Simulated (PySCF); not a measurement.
# NMR data sheet: C5H15NSi2

| Property | Result |
| --- | --- |
| Formula | C5H15NSi2 |
| SMILES | C[SiH2]/C=C\[SiH2]N(C)C |
| Point group of the computed structure | C1 |
| Degrees of unsaturation | 1 |
| Carbon signals | 4 |
| Proton signals | 6 |

Atoms are numbered as in `[CH3:1][SiH2:2]/[CH:3]=[CH:4]\[SiH2:5][N:6]([CH3:7])[CH3:8]`. Each H is labelled by its parent atom.

PySCF 2.14.0 with density-fitted response routines calculation with geometry from GFN2-xTB and shieldings: GIAO PBE0/pcSseg-1; relativity neglected, averaged over atoms made equivalent by symmetry, fast rotation or ring inversion, a single conformation, gas phase.

Shifts are taken against calculated references (same method and geometry level): TMS for 1H and 13C and 29Si; 15N vs NH3.

```tsv
carbon	δC, type	δH (multiplicity)	HMBC from (2–3 bonds)	span of the C tensor (ppm)
C1	-5.4, CH3	0.18 (t)	H(C3), H(Si2)	11
C3	161.8, CH	7.72 (m)	H(C4), H(Si5), H(Si2), H(C1)	275
C4	156.1, CH	7.36 (m)	H(C3), H(Si5), H(Si2)	260
C7/C8	41.1, CH3	2.59 (s)	H(Si5), H(C7)/H(C8)	61
```

Other nuclei:
```tsv
atoms	nucleus	environment	δ (ppm)	σ (ppm)
H(Si5)	1H	hydrogen on a silicon bonded to C, N	4.90	26.81
H(Si2)	1H	hydrogen on a silicon bonded to 2 C	4.46	27.26
Si5	29Si	silicon bonded to C, N, 2 H	-41.8	391.0
Si2	29Si	silicon bonded to 2 C, 2 H	-55.5	404.6
N6	15N	nitrogen bonded to 2 C, Si	19.0	248.7
```

Carbon types of the structure: 2 × CH, 3 × CH3, leaving 4 H on heteroatoms. δC 161.8, 156.1: alkene CH; the olefinic region. δC 41.1: methyl carbon bonded to N; pulled downfield by the heteroatom. δC -5.4: methyl carbon bonded to Si; an electropositive neighbour leaves it electron-rich and shielded. δH 2.59: hydrogen on a methyl carbon bonded to N; its carbon carries N, an electronegative neighbour. δH 0.18: hydrogen on a methyl carbon bonded to Si; an electropositive neighbour shields it, as in TMS itself.

Shifts are as computed. Against solution values, carbons near 30 ppm lie about +3 ppm off and those near 130 ppm about +5 ppm. Of 1211 compounds with measured shifts, 218 miss one by over three times the rms of a fit or turn the order of signals round; such compounds aren't used in these exercises. Experimental scales use liquid or dissolved standards, which lie at an offset from isolated NH3 (liquid NH3: subtract about 20 ppm). Multiplicities follow the n + 1 count of equivalent neighbours, as no J values were calculated; m marks all less simple cases, F and P coupling included.
